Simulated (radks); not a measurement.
Species: the molybdenum ion Mo3+. Configuration: [Kr] 4d3.

Method: scalar-relativistic Kohn-Sham, PBEsol, spin-unpolarised, spherical densities, finite nucleus; Fermi nuclear charge, rms radius 4.4091 fm; computed with a radial shooting solver on a logarithmic mesh with Libxc functionals.

Energy parts (hartree):
part                       energy
total                 -4044.57666
kinetic                4169.96456
electron-nucleus      -9703.59228
Hartree                1609.36524
exchange-correlation   -120.31418

Orbitals (lengths in bohr, moments of r in powers of bohr):
orbital	occ.	eigenvalue (hartree)	<r>
1s	2	-729.1933	0.03518
2s	2	-104.0349	0.1538
2p	6	-93.15427	0.1340
3s	2	-18.69556	0.4292
3p	6	-15.13040	0.4308
3d	10	-9.32555	0.4152
4s	2	-3.53623	1.097
4p	6	-2.57142	1.212
4d	3	-1.20837	1.606

The highest occupied level is 4d at -32.881 eV. The electron density at the nucleus is 9.253e+04 e/bohr^3 (large components only). The density falls to 0.001 e/bohr^3 at r = 3.29 bohr. For comparison, the ionisation energy in NIST's Atomic Spectra Database is 40.3 eV (semi-empirical). In exact Kohn-Sham theory the highest level is minus the ionisation energy, but local and semilocal functionals leave it too shallow, through self-interaction and a potential that decays too fast; potentials with the right tail come closer. Summed over all electrons, <r^2> = 25.84 bohr^2, which gives a Langevin (diamagnetic) susceptibility term of -20.5 x 10^-6 cm^3/mol.

Beside tabulated values, note that spin-unpolarised runs miss the spin-polarisation part of the exchange energy of open shells.
